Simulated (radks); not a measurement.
Q: Ga2+, 29 electrons, occupied as [Ar] 3d10 4s1. All-electron calculation, non-relativistic Kohn-Sham, exchange-only LDA, spin-polarised, spherical densities, point nucleus; open shells are filled with parallel spins first. Program: a radial shooting solver on a logarithmic mesh with Libxc functionals. Some entries of the table are withheld. Estimate them.

orbital  occ.  eigenvalue (eV)  <1/r> (bohr^-1)
1s up       1        -10090.69            30.46
1s down     1        -10090.62            30.46
2s down     1        -1248.079            6.665
2s up       1        -1248.079            6.665
2p up       3        -1109.084            6.641
2p down     3        -1109.072            6.641
3s up       1        -161.0975            2.135
3s down     1        -161.0405            2.136
3p up       3        -116.0306              (1)
3p down     3        -115.9441              (2)
3d up       5              (3)            1.656
3d down     5              (4)            1.671
4s up       1              (5)           0.6155
4s down     0              (6)           0.6230

A: 
(1) 3p up <1/r> (bohr^-1): 2.010
(2) 3p down <1/r> (bohr^-1): 2.013
(3) 3d up eigenvalue (eV): -38.5401
(4) 3d down eigenvalue (eV): -38.2597
(5) 4s up eigenvalue (eV): -25.6371
(6) 4s down eigenvalue (eV): -23.4138
